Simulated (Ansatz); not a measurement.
Cost and result for the atomization energy of `CC[O][Sn]([F])([O]CC)[O]CC` (26 atoms, 25 bonds).

Cartesian coordinates in Å:
```
C 3.2753 1.0164 1.9709
C 2.5647 1.0628 0.6415
O 1.2185 0.6471 0.8382
Sn -0.0624 0.7081 -0.6158
F 0.1142 2.4284 -1.4216
O 0.2439 -0.5519 -2.0479
C -0.1284 -1.9168 -1.8874
C 0.1015 -2.6250 -3.1988
O -1.8300 0.4419 0.1164
C -2.2394 1.1270 1.2957
C -3.5551 0.5455 1.7484
H 2.7942 1.6872 2.6854
H 4.3178 1.3234 1.8546
H 3.2553 0.0047 2.3811
H 3.0664 0.4010 -0.0768
H 2.5978 2.0793 0.2305
H -1.1821 -1.9979 -1.5927
H 0.4721 -2.3858 -1.0964
H -0.5055 -2.1754 -3.9867
H -0.1675 -3.6808 -3.1115
H 1.1510 -2.5568 -3.4915
H -2.3522 2.1984 1.0872
H -1.4861 1.0212 2.0863
H -4.3101 0.6549 0.9676
H -3.9074 1.0597 2.6463
H -3.4466 -0.5165 1.9771
```

Total charge 0; spin multiplicity 1. Correlated methods include outer-core shells of Sn, which these sets cover unevenly. Sn: def2 effective core potential. Geometry: relaxed with PBE0-D4/def2-TZVP. It is one conformer, not always the lowest. Program: Ansatz. All runs use 11 threads of an AMD EPYC 7R13 on a shared host and a whole NVIDIA H100 80 GB. Times are those of one run each, without the atoms' runs, and a repeat can differ threefold. Electronic energies, without spin–orbit coupling; frozen cores. CCSD(T)/CBS adds CCSD(T) − MP2 in def2-TZVPP to the MP2 limit, and its time is that of the two runs behind it. T1 = 0.014. With those shells the extrapolation isn't a true limit. B3LYP takes the VWN-RPA correlation (the form of Gaussian; ORCA's B3LYP/G). HSE06 is the plane-wave form, built on full-range PBE exchange.

CCSD(T)/CBS is a level of theory with its own doubt, some kJ/mol a heavy atom from the limit and from the frozen cores, so smaller differences don't rank the functionals.

```csv
level,functions,wall time
revPBE-D4/def2-TZVPP,570,2 s
BHLYP-D4/def2-TZVPP,570,2.2 s
HSE06-D4/def2-TZVPP,570,2.2 s
PBE-D4/def2-TZVPP (with forces),570,2.3 s
r2SCAN-D4/def2-TZVPP (with forces),570,2.4 s
B3LYP-D4/def2-TZVPP (with forces),570,2.5 s
ωB97X-V/def2-TZVPP,570,2.6 s
B97M-V/def2-TZVPP,570,2.7 s
ωB97M-V/def2-TZVPP (with forces),570,3.4 s
CCSD(T)/def2-SVP,241,4.3 s
MP2/def2-QZVPP,1102,6.5 s
CCSD(T)/def2-TZVPP,570,81 s
CCSD(T)/CBS(def2),–,88 s
```

(1) What atomization energy does each give, and how far from CCSD(T)/CBS? (Best estimate.)

## Answers

(1) Computed: 
| level | atomization (kcal/mol) | difference from CCSD(T)/CBS | per bond |
| --- | --- | --- | --- |
| revPBE-D4/def2-TZVPP | 2393.1 | -22.8 | -0.9 |
| BHLYP-D4/def2-TZVPP | 2325.1 | -90.8 | -3.6 |
| HSE06-D4/def2-TZVPP | 2408.3 | -7.6 | -0.3 |
| PBE-D4/def2-TZVPP (with forces) | 2456.6 | 40.7 | 1.6 |
| r2SCAN-D4/def2-TZVPP (with forces) | 2411.0 | -4.9 | -0.2 |
| B3LYP-D4/def2-TZVPP (with forces) | 2400.4 | -15.5 | -0.6 |
| ωB97X-V/def2-TZVPP | 2412.2 | -3.7 | -0.1 |
| B97M-V/def2-TZVPP | 2411.0 | -4.9 | -0.2 |
| ωB97M-V/def2-TZVPP (with forces) | 2408.3 | -7.6 | -0.3 |
| CCSD(T)/def2-SVP | 2286.2 | -129.7 | -5.2 |
| MP2/def2-QZVPP | 2429.7 | 13.8 | 0.6 |
| CCSD(T)/def2-TZVPP | 2351.1 | -64.8 | -2.6 |
| CCSD(T)/CBS(def2) | 2415.9 | 0.0 | 0.0 |

In def2-TZVPP, CCSD(T) changes the Hartree–Fock value by +615.4 kcal/mol (the triples alone add +37.2 kcal/mol) and MP2 by +655.2 kcal/mol; breaking electron pairs costs correlation energy, which Hartree–Fock lacks. At CCSD(T), def2-SVP lies −129.7 kcal/mol from the extrapolated value and def2-TZVPP −64.8 kcal/mol: correlation converges slowly with the basis, and small sets miss more of it in the bonded molecule than in its fragments. From BLYP to BHLYP (50 % exact exchange), in def2-TZVPP and without D4, the atomization energy moves by −64.1 kcal/mol: exact exchange takes away binding that semilocal exchange gives to molecules.

Spin–orbit coupling would lower the free Sn atoms strongly, and the atomization energy with them, by more than many differences here. For some Ge, Se and Sn compounds the MP2-based and the directly extrapolated limit differ by 10 to 25 kJ/mol.
